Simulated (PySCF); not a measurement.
# Bond curve of KLi

Set-up: K def2-SVPD, Li def2-SVPD; no relativity (PySCF 2.14). Energies in eV from K + Li in their ground configurations at the same level. State: ¹Σ⁺ (singlet), closed shell.

All columns are PBE0. A positive dipole means K(−)Li(+).

```tsv
R (Å)	E (eV)	μ (D)	Mulliken charge on K (basis-dependent)	HOMO (eV)	LUMO (eV)	Mayer bond order	⟨S²⟩
2.946	-0.519	-2.83	-0.07	-3.38	-1.19	1.00	0.00
3.083	-0.590	-2.91	-0.04	-3.35	-1.21	1.00	0.00
3.220	-0.633	-3.01	-0.01	-3.31	-1.24	1.00	0.00
3.323	-0.649	-3.08	0.01	-3.29	-1.27	1.00	0.00
3.426	-0.654	-3.16	0.03	-3.26	-1.30	1.00	0.00
3.529	-0.650	-3.24	0.05	-3.24	-1.32	1.00	0.00
3.666	-0.631	-3.34	0.08	-3.21	-1.37	1.00	0.00
3.837	-0.594	-3.47	0.11	-3.18	-1.42	0.99	0.00
4.043	-0.532	-3.62	0.13	-3.14	-1.48	0.99	0.00
4.317	-0.435	-3.81	0.15	-3.09	-1.56	0.98	0.00
```

A fit through these points gives, at Re = 3.427 Å, μ = -3.16 D and dμ/dR = -0.757 D/Å; the reduced mass is 5.945 u.

How strong is the fundamental in the double-harmonic approximation, I = 42.26·(dμ/dR)²/μred km/mol?

I = 42.26·(-0.757)²/5.945 = 4.07 km/mol at PBE0.

Closed-shell solutions of metal pairs were not tested for spin polarisation, which can lower them a little.
